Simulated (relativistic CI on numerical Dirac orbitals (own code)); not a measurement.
## Pd⁴⁺: L-alpha,beta X-ray emission

Computed with this model: Dirac-Coulomb-Breit CI, orbitals from a KLI potential per configuration, model QED (radiative potential, 1s self-energy scaled to tabulated hydrogen-like ionisation energies), valence Slater integrals scaled by 0.8, multiplet model of X-ray emission after core ionisation; configurations [Kr] 4d6 → [He] 2s2 2p5 3s2 3p6 3d10 4s2 4p6 4d6 → [Ar] 3d9 4s2 4p6 4d6; 300 K; Lorentzian 2 eV and Gaussian 0.6 eV FWHM. Energies are those of the free ion, without screening or charge transfer. S is read from ⟨S²⟩ = S(S + 1).

free ion: ground-state S = 1.98, centroid 2891.87 eV. Peaks (eV, height): 2840.6 (100), 2987.8 (12), 2992.8 (34).

Strongest unbroadened transitions for free ion:

```csv
Energy (eV),Relative strength
2839.61,17.4
2839.92,17.2
2840.10,12.3
2840.13,7.7
2840.19,8.5
2840.43,9.9
2840.59,10.5
2840.62,10.7
2840.65,100.0
2840.94,18.7
2840.95,36.1
2841.39,6.7
2841.98,6.2
2987.79,11.8
2991.40,11.0
2992.77,6.6
2992.80,9.8
2994.43,20.2
```
